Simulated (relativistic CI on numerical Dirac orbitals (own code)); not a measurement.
Computed by Dirac-Coulomb-Breit CI, KLI orbitals optimised for each configuration, model QED (radiative potential, 1s self-energy scaled to tabulated hydrogen-like ionisation energies), unscaled Slater integrals (own radial code, finite nucleus).

CI space (outside the closed core 1s2): 2s, 2p, 3s, 3p, 3d, 4s, 4p, 4d, 4f, 5s, 5p, 5d, 5f, 5g, 6s, 6p, 6d. Levels of other configurations are missing.

At this charge energies of transitions that change n are usually good to better than 1 %, and those within a shell (Δn = 0) to a few per cent.

Outline of the computed level scheme of Se XXXII. Lowest level of each configuration: 2s 2S_1/2 at 0.00 eV; 2p 2P°_1/2 at 66.68 eV; 3s 2S_1/2 at 2040.56 eV; 3p 2P°_1/2 at 2059.08 eV; 3d 2D_3/2 at 2080.87 eV; 4s 2S_1/2 at 2744.85 eV; 4p 2P°_1/2 at 2752.47 eV; 4d 2D_3/2 at 2761.61 eV; 4f 2F°_5/2 at 2763.76 eV.

Some strong electric-dipole decays among the lowest 15 levels: 3d 2D_5/2 → 2p 2P°_3/2 (6.8e+13 s⁻¹); 3d 2D_3/2 → 2p 2P°_1/2 (5.9e+13 s⁻¹); 3p 2P°_1/2 → 2s 2S_1/2 (2.4e+13 s⁻¹); 3p 2P°_3/2 → 2s 2S_1/2 (2.3e+13 s⁻¹); 4d 2D_5/2 → 2p 2P°_3/2 (2.2e+13 s⁻¹); 4d 2D_3/2 → 2p 2P°_1/2 (1.9e+13 s⁻¹); 4f 2F°_7/2 → 3d 2D_5/2 (1.4e+13 s⁻¹); 4f 2F°_5/2 → 3d 2D_3/2 (1.4e+13 s⁻¹).
